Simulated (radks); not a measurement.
Problem. These are the eigenvalues of the occupied orbitals of an atom or ion with whole-number occupations (eV). Calculated with a radial shooting solver on a logarithmic mesh with Libxc functionals: scalar-relativistic Kohn-Sham, exchange-only LDA, spin-polarised, spherical densities, point nucleus.

orbital  eigenvalue
1s up     -23666.62
1s down   -23666.45
2s up     -3986.761
2s down   -3979.826
2p up     -3644.441
2p down   -3639.067
3s up     -1182.129
3s down   -1173.885
3p up     -1069.635
3p down   -1061.282
3d up     -897.1531
3d down   -887.5314

Which element is it, and in what charge state? The configuration may be excited. Open shells, if any, are filled with parallel spins first.

Solution. Z = 45, rhodium, charge +20: Rh20+ in [Ar] 3d7. The list shows which subshells hold electrons but not how many an open one holds; the 1s level, -869.73 hartree, gives Z - s = 41.7 by -(Z - s)^2/2, which with screening and relativity narrows Z to a few neighbours, and the depths of the outer levels then fix element, charge and occupations together.
